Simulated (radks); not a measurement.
The numbers below are computed, except where a source is named.
Ionisation of Mg10+, [He], to Mg11+, 1s1, under several functionals. Scalar-relativistic Kohn-Sham, spin-polarised, spherical densities, finite nucleus; open shells are filled with parallel spins first; a radial shooting solver on a logarithmic mesh with Libxc functionals. Known Delta-SCF values: BP86 1763.1 eV; exchange-only PBE 1759.6 eV; XLYP 1762.7 eV. What does LDA (Slater exchange, Perdew-Zunger correlation) give, and what is its highest occupied eigenvalue?

Answer. 1752.2 eV by Delta-SCF; the 1s eigenvalue is -1681.9 eV. NIST: 1761.8 eV (theoretical).
